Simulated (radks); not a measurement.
Results of a calculation; reference values are marked as such.
Task: Neutral barium, [Xe] 6s2. Level of theory: non-relativistic Kohn-Sham, PBE, spin-polarised, spherical densities, point nucleus (a radial shooting solver on a logarithmic mesh with Libxc functionals). Every spin shell is full or empty, so the densities are truly spherical. Functionals are evaluated on that one density, not self-consistently. Rank these exchange functionals by their error against the exact value of the orbitals, and give that value: LDA, B88, PBEsol, revPBE, PW91, WC, B86b, APBE, revTPSS, MS2, MVS.

Result: Exact: -189.055 hartree. From best to worst, with 100 (|E| - |E exact|)/|E exact| (equal figures are ties): PW91 0.00, B86b -0.01, B88 +0.02, MVS +0.04, APBE +0.29, revPBE -0.30, MS2 -0.62, WC -0.82, revTPSS -0.94, PBEsol -2.18, LDA -4.65.
